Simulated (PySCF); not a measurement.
**Relaxation of triplet MoO2**

Level of theory: UPBE0/[Mo def2-TZVP with ECP28, O def2-TZVP], scalar-relativistic core potentials, density fitting, no spin–orbit coupling, PySCF. A (50,194) grid was used.

A hand-made side-on start, of C2v symmetry, held to at least that symmetry:

Coordinates in bohr (charge 0 multiplicity 3):
```
Mo    0.0000    0.0000   -0.8968
O     1.3228    0.0000    2.7447
O    -1.3228    0.0000    2.7447
```

Optimiser trace:
| step | E − E(last) (kJ/mol) | largest gradient (Eh/bohr) |
| --- | --- | --- |
| 0 | 36.23 | 0.05850 |
| 1 | 12.49 | 0.02205 |
| 2 | 7.19 | 0.01603 |
| 3 | 1.17 | 0.01550 |
| 4 | 0.19 | 0.00638 |
| 5 | 0.02 | 0.00266 |
| 6 | 0.00 | 0.00008 |
| 7 | 0.00 | 0.00001 |

It ends at C2v with Mo–O 1.866 Å (×2), O–O 1.390 Å; Mo–O–O 68.1° (×2), O–Mo–O 43.7°. A frequency run shows 1 imaginary mode, down to 342i cm⁻¹, so it is a saddle point.

Final geometry:
```xyz
3
charge 0 multiplicity 3, angstrom
Mo    0.0000    0.0000   -0.4264
O     0.6951    0.0000    1.3049
O    -0.6951    0.0000    1.3049
```

With open d or f shells other occupations or spin states may lie lower.
